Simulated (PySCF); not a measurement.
# How methods differ on the ionisation energy of Bi

Bi [Xe] 4f14 5d10 6s2 6p3 (4S) → Bi⁺ [Xe] 4f14 5d10 6s2 6p2 (3P), as a difference of total energies. Calculation: PySCF 2.14, in aug-cc-pVTZ-DK3; scalar relativity by spin-free X2C-1e. Correlated levels: valence: [Xe] 4f14 5d10 frozen. The calculations carry no spin-orbit coupling.

| method | ionisation energy (eV) |
| --- | --- |
| UHF | 8.227 |
| MP2 (valence) | 8.578 |
| SCS-MP2 (valence) | 8.463 |
| CCSD (valence) | 8.586 |
| CCSD(T) (valence) | 8.610 |

Question: How much does correlation contribute at CCSD(T) (valence)?

Answer: 8.610 − (8.227) = 0.383 eV, measured against UHF.

Spin-orbit coupling is strong in these open shells (close to jj coupling). The scalar numbers leave it out and a first-order estimate fails, so it can dominate the gap to the real levels.

Errors of the correlated levels include the incompleteness of this basis and the frozen core.

For comparison: 7.286 eV (measured; NIST Atomic Spectra Database, ionization energies).
